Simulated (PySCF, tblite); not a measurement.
Isomers of C7H12FP. Computed values, GFN2-xTB/tblite, gas phase, harmonic and unscaled. This tight-binding method is rough: wavenumbers can miss measured ones by several per cent, in bad cases by 10 to 20. One conformer each.

Electronic energies: PBE0-D3(BJ)/def2-SVP at its own geometries (PySCF, gas phase).

| SMILES | electronic energy, lowest = 0 (kcal/mol) |
| --- | --- |
| C=CC/P=C(\F)C(C)C | 28.0 |
| C/C=C\P=C(\F)C(C)C | 25.6 |
| CC(C)P1CC=C(F)C1 | 0.0 |

Problem. How do GFN2-xTB zero-point energies change the relative energies?

Solution. 
| SMILES | ZPE (kcal/mol) | of it from modes above 1550 cm⁻¹ | electronic (kcal/mol) | with ZPE, lowest = 0 (kcal/mol) | lowest mode (cm⁻¹) | rings |
| --- | --- | --- | --- | --- | --- | --- |
| CC(C)P1CC=C(F)C1 | 107.8 | 53.9 | 0.0 | 0.0 | 40 | 1 |
| C/C=C\P=C(\F)C(C)C | 107.3 | 54.2 | 25.6 | 25.1 | 11 | 0 |
| C=CC/P=C(\F)C(C)C | 107.2 | 54.3 | 28.0 | 27.4 | 33 | 0 |

The zero-point energies span 0.6 kcal/mol, from `C=CC/P=C(\F)C(C)C` to `CC(C)P1CC=C(F)C1`. The order is unchanged.

Problem. And how do the electronic energies of GFN2-xTB itself compare?

Solution. `CC(C)P1CC=C(F)C1` 0.0; `C/C=C\P=C(\F)C(C)C` 26.2; `C=CC/P=C(\F)C(C)C` 28.8 kcal/mol, lowest = 0. Against the energies above, taken from the same isomer `CC(C)P1CC=C(F)C1`, the largest difference is 0.8 kcal/mol. The two levels were optimised apart and needn't hold the same conformer.
